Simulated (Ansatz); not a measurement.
```yaml
crystal:
  periodic: [false, false, false]
  atoms:
    - {symbol: Al, position_ang: [-0.428632, -1.121724, 1.312614]}
    - {symbol: H, position_ang: [-2.187061, -2.057011, 1.214100]}
    - {symbol: H, position_ang: [0.872015, -1.379382, 2.801841]}
    - {symbol: N, position_ang: [-0.724879, 1.280138, 0.858420]}
    - {symbol: Al, position_ang: [0.431188, 1.122290, -1.311264]}
    - {symbol: H, position_ang: [2.189232, 2.058438, -1.217247]}
    - {symbol: H, position_ang: [-0.872932, 1.378310, -2.797941]}
    - {symbol: N, position_ang: [0.726666, -1.279815, -0.857525]}
    - {symbol: H, position_ang: [-0.160927, 2.052392, 1.703590]}
    - {symbol: H, position_ang: [-1.940400, 1.661857, 0.785497]}
    - {symbol: H, position_ang: [0.155001, -2.048536, -1.700920]}
    - {symbol: H, position_ang: [1.940728, -1.666958, -0.791152]}
basis:
  gaussian: {orbitals: "6-31++G**", fitting: {mean_field: def2-universal-jkfit}, point_charges: [{charge: 1.00, position_ang: [5.188, -0.137, 0.720]}]}
hamiltonian: {xc: {name: SPW92}}
scf: {omitted_lower_state_checks: [starts]}
```

```sh
$ ansatz run in.yaml --threads 4 --pin off --events-out ev --progress --plain --max-ram 3916MiB
```

Shortened log:

```
Functional definition: SPW92
554 factors; integrals over basis functions are off by at most 4.0e-1 eV
mean field evaluation 1: about -16194.3690 eV, gradient 9.6e1 eV
mean field evaluation 2: about -16054.0700 eV, gradient 2.0e2 eV
mean field evaluation 4: about -16212.9416 eV, gradient 1.9e1 eV
mean field evaluation 8: about -16214.8313 eV, gradient 4.0e-1 eV
mean field evaluation 16: about -16214.8337 eV, gradient 1.4e-4 eV
mean field -16214.83373817 eV, -595.8841490688 hartree, gradient 5.8e-5 eV, S^2 0.000000; 0 other end points of the search recorded, 0 dependent functions left out
reference -16214.83383026 eV, -595.8841524529 hartree; 24, 24 occupied and 108, 108 virtual orbitals, 554 factors
Total energy: -16214.83383026 eV, -595.8841524529 hartree
Checks for a lower state left out: starts
```

Run time 0.6 s (4 threads of Arm Neoverse V2 on a shared host).

The 6-31G sets use Cartesian d functions.
